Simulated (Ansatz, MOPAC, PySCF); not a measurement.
Dissociation curve of HF (cation, charge +1), doublet.

Computed with: UMP2/3-21G = PySCF with unrestricted MP2 (frozen core)/3-21G; PM3, unrestricted, heats of formation (MOPAC); PM6, unrestricted, heats of formation (MOPAC); FCI = full CI/def2-SVP, frozen core in Ansatz (a first-principles code).

Energies relative to the lowest point of each curve near equilibrium, in kcal/mol; the last columns give the difference from FCI:

| R / Å | UMP2/3-21G | PM3 | PM6 | FCI | UMP2/3-21G − FCI | PM3 − FCI | PM6 − FCI |
|---|---|---|---|---|---|---|---|
| 0.75 | 67.3 | 56.2 | 64.0 | 53.6 | 13.7 | 2.6 | 10.4 |
| 0.81 | 36.8 | 29.3 | 35.1 | 26.4 | 10.4 | 2.9 | 8.7 |
| 0.86 | 20.5 | 14.7 | 19.4 | 12.8 | 7.7 | 1.9 | 6.7 |
| 0.90 | 11.8 | 7.1 | 11.0 | 6.1 | 5.7 | 1.1 | 4.9 |
| 0.96 | 3.9 | 1.2 | 3.4 | 1.0 | 2.9 | 0.2 | 2.3 |
| 0.98 | 2.3 | 0.4 | 1.9 | 0.3 | 2.0 | 0.0 | 1.6 |
| 1.01 | 0.8 | 0.0 | 0.5 | 0.0 | 0.8 | 0.0 | 0.5 |
| 1.03 | 0.2 | 0.2 | 0.0 | 0.2 | 0.1 | 0.1 | -0.2 |
| 1.07 | 0.0 | 1.6 | 0.0 | 1.3 | -1.3 | 0.3 | -1.3 |
| 1.10 | 0.5 | 3.3 | 0.6 | 2.7 | -2.2 | 0.6 | -2.0 |
| 1.19 | 4.3 | 9.9 | 4.8 | 8.6 | -4.3 | 1.3 | -3.8 |
| 1.25 | 8.2 | 14.7 | 8.7 | 13.5 | -5.3 | 1.2 | -4.8 |
| 1.38 | 18.4 | 23.6 | 17.8 | 24.8 | -6.4 | -1.2 | -7.0 |
| 1.52 | 29.9 | 31.4 | 26.4 | 36.5 | -6.7 | -5.2 | -10.1 |
| 1.67 | 41.3 | 40.8 | 33.1 | 47.7 | -6.4 | -6.9 | -14.6 |
| 1.84 | 52.5 | 53.4 | 37.8 | 58.2 | -5.7 | -4.8 | -20.5 |
| 1.99 | 60.6 | 63.3 | 40.0 | 65.5 | -4.9 | -2.3 | -25.6 |
| 2.19 | 68.9 | 71.6 | 41.3 | 72.8 | -3.9 | -1.2 | -31.5 |
| 2.52 | 77.4 | 78.0 | 41.6 | 79.9 | -2.5 | -1.9 | -38.3 |
| 2.72 | 80.2 | 80.1 | 41.6 | 82.2 | -2.0 | -2.2 | -40.6 |
| 3.04 | 82.5 | 81.8 | 41.6 | 84.3 | -1.8 | -2.4 | -42.7 |
| 3.50 | 83.6 | 82.7 | 41.7 | 85.5 | -1.9 | -2.8 | -43.8 |
| 3.98 | 83.9 | 82.9 | 41.7 | 86.0 | -2.0 | -3.1 | -44.3 |

UMP2/3-21G is furthest from FCI at 0.75 (13.7 kcal/mol, above); its mean absolute difference over the points is 4.4 kcal/mol.

PM3 is furthest from FCI at 1.67 (-6.9 kcal/mol, below); its mean absolute difference over the points is 2.0 kcal/mol.

PM6 is furthest from FCI at 3.98 (-44.3 kcal/mol, below); its mean absolute difference over the points is 15.9 kcal/mol.
